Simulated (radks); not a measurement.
Problem. The table gives one normalised radial function P(r) = r R(r) (large component) of Zr17+ in [Ar] 3d5 (r in bohr). Method: Dirac Kohn-Sham, relativistic LDA (MacDonald-Vosko exchange, VWN5 correlation), spin-unpolarised, spherical densities, finite nucleus; open shells fill j = l - 1/2 first; Fermi nuclear charge, rms radius 4.2694 fm; computed with a radial shooting solver on a logarithmic mesh with Libxc functionals.

r           P
0.001257   0.0013
0.001572   0.0021
0.001967   0.0032
0.002461   0.0049
0.003079   0.0075
0.003852   0.0115
0.004781   0.0174
0.005981   0.0264
0.007483   0.0399
0.009362   0.0599
0.01171    0.0890
0.01465    0.1307
0.01833    0.1891
0.02293    0.2685
0.02869    0.3723
0.0359     0.5009
0.04455    0.6429
0.05574    0.7924
0.06973    0.9127
0.08724    0.9552
0.1091     0.8598
0.1365     0.5741
0.1708     0.0850
0.2137    -0.5460
0.2674    -1.1701
0.3345    -1.5905
0.4185    -1.6588
0.5194    -1.3882
0.6498    -0.9119
0.8129    -0.4556
1.017     -0.1641
1.272     -0.0396

Which n and l does it have? It may be an empty orbital.

Solution. n = 3, l = 1: the number of nodes gives n - l - 1 = 1, the rise at small r points to l (this Dirac orbital starts outside the nucleus as r^gamma with gamma = sqrt((l + 1)^2 - (Z/c)^2) = 1.98; the j = 3/2 orbital of l + 1 starts with the same power, but with a smaller coefficient, and then steepens), and the extent must fit the shell. The curve is that of 3p3/2; the two j differ most near the nucleus, where j = l - 1/2 has the larger amplitude, and in heavy atoms j = l - 1/2 is also the more compact. 3p3/2: eigenvalue -786.85 eV, 1 radial node at r = 0.176 bohr, <r> = 0.432 bohr, 90 % of the charge inside 0.645 bohr.
